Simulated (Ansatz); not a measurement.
`C=CCC(=O)O` and `O=C(O)[CH2][GeH3]` differ in one atom or group.

Ansatz, PBE0-D4/def2-TZVP geometries, multiplicity 1. Each molecule was computed in one conformer, which needn't be the lowest.

Scalar relativity is left out up to krypton.

```tsv
property	`C=CCC(=O)O`
HOMO–LUMO gap (PBE0/def2-TZVPP) / eV	7.81
HOMO energy (PBE0/def2-TZVPP) / eV	-7.69
LUMO energy (B3LYP/def2-TZVPP) / eV	-0.15
HOMO–LUMO gap (ωB97M-V/def2-TZVPP) / eV	12.22
HOMO energy (B3LYP/def2-TZVPP) / eV	-7.47
size of the dipole moment (B3LYP/def2-TZVPP) / D	1.63
```

Question: What does the change do to each property? (An estimate is asked.)

Answer: Ansatz gave: 
```
                                        property  `O=C(O)[CH2][GeH3]`  shift
            HOMO–LUMO gap (PBE0/def2-TZVPP) / eV                 8.00   0.19
              HOMO energy (PBE0/def2-TZVPP) / eV                -8.06  -0.37
             LUMO energy (B3LYP/def2-TZVPP) / eV                -0.34  -0.19
         HOMO–LUMO gap (ωB97M-V/def2-TZVPP) / eV                12.48   0.26
             HOMO energy (B3LYP/def2-TZVPP) / eV                -7.82  -0.35
size of the dipole moment (B3LYP/def2-TZVPP) / D                 1.76   0.13
```

With PBE0 the HOMO falls by 0.37 eV and the LUMO falls by 0.18 eV, so the gap widens by about 0.19 eV. PBE moves the HOMO by 0.02 eV and ωB97M-V by -0.51 eV. Dipoles are sizes alone; their direction can turn.

B3LYP here is the variant with VWN-RPA as its local correlation; programs differ in this.
